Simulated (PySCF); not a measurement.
C9H11N.
Numbering: `[CH2:1]=[CH:2][c:3]1[cH:4][cH:5][cH:6][cH:7][c:8]1[CH2:9][NH2:10]` (hydrogens: H11, H12 on C1; H13 on C2; H14 on C4; H15 on C5; H16 on C6; H17 on C7; H18, H19 on C9; H20, H21 on N10)

Geometry (PBE0-D3(BJ)/def2-SVP, Å), atoms numbered from 1 in this order:
```
atom  x, y, z in Å
C1     1.6419   -0.5527   -2.3133
C2     1.3717   -0.7209   -1.0132
C3     0.6026    0.2087   -0.1693
C4     0.6458    1.5892   -0.4101
C5    -0.0832    2.4820    0.3688
C6    -0.8657    2.0031    1.4168
C7    -0.9097    0.6341    1.6723
C8    -0.1879   -0.2772    0.8972
C9    -0.3211   -1.7615    1.1621
N10   -1.0344   -2.5216    0.1510
H11    1.2647    0.3062   -2.8766
H12    2.2440   -1.2809   -2.8620
H13    1.7497   -1.6249   -0.5205
H14    1.2876    1.9662   -1.2102
H15   -0.0289    3.5541    0.1648
H16   -1.4370    2.6951    2.0404
H17   -1.5234    0.2561    2.4957
H18   -0.8327   -1.8990    2.1286
H19    0.6774   -2.2128    1.2920
H20   -0.5436   -2.4622   -0.7401
H21   -1.9473   -2.0985   -0.0100
```

All values: PBE0/pcSseg-1 (PySCF, non-relativistic), on one gas-phase PBE0-D3(BJ)/def2-SVP geometry that isn't relaxed in the solvent. The solvent is an IEF-PCM continuum (Bondi radii, 1.10 Å for H, scaled by 1.2). Only the electrostatic response of the medium enters.

Gas phase at PBE0/pcSseg-1: HOMO -6.66 eV, LUMO -1.08 eV, dipole 1.27 D.

Q: What does the continuum do to the energy, the frontier levels and the dipole at PBE0/pcSseg-1 in chloroform and dimethylsulfoxide?

A: 
```csv
solvent,ε,E(solvent) − E(gas) (kcal/mol),polarisation term (kcal/mol),distortion of the solute (kcal/mol),HOMO (eV),LUMO (eV),dipole (D)
chloroform,4.711,-4.72,-5.04,0.32,-6.67,-1.03,1.42
dimethylsulfoxide,46.83,-6.74,-7.40,0.66,-6.70,-1.03,1.47
```

The polarisation term is half the interaction of the solute with the surface charges that it induces; the rest is the cost of distorting the solute's density. The sum is the electrostatic part of solvation alone. From chloroform to dimethylsulfoxide the lowering changes by a factor 1.43, Onsager's factor (ε − 1)/(2ε + 1) by 1.36 and ε itself by 9.9.

Q: Which radius a makes the point-dipole formula ΔE = −[(ε − 1)/(2ε + 1)]·μ²/a³ give the value in dimethylsulfoxide, with the gas-phase dipole?

A: μ = 0.501 au and |ΔE| = 0.01074 Eh give a = 1.19 Å; the farthest nucleus lies 3.84 Å from the centroid of the nuclei, so such a sphere wouldn't even hold the nuclei. The formula assumes a rigid point dipole at the centre of a sphere.

Q: Give the dipole vector in the frame of the coordinates (D, pointing from negative to positive charge), gas and dimethylsulfoxide.

A: Gas (0.00, 1.17, -0.51), solvent (-0.01, 1.33, -0.61). Its length changes by +15 % and its direction by 1°.

Q: Which Hirshfeld charges (PBE0/pcSseg-1) respond most in chloroform (means over atoms taken as equivalent)?

A: 
```csv
atoms,environment,gas (e),solvent (e),change
N10,primary amine nitrogen,-0.242,-0.255,-0.013
H17,aromatic hydrogen,+0.046,+0.052,+0.006
C4,aromatic CH carbon,-0.049,-0.054,-0.005
C6,aromatic CH carbon,-0.050,-0.055,-0.005
C3,substituted aromatic carbon,-0.006,-0.010,-0.004
H15,aromatic hydrogen,+0.051,+0.055,+0.004
```

Cost: about 70 s of CPU time on one thread; the machine was shared, so the figure is rough. This is the whole shielding run at PBE0/pcSseg-1 in dimethylsulfoxide, SCF included.
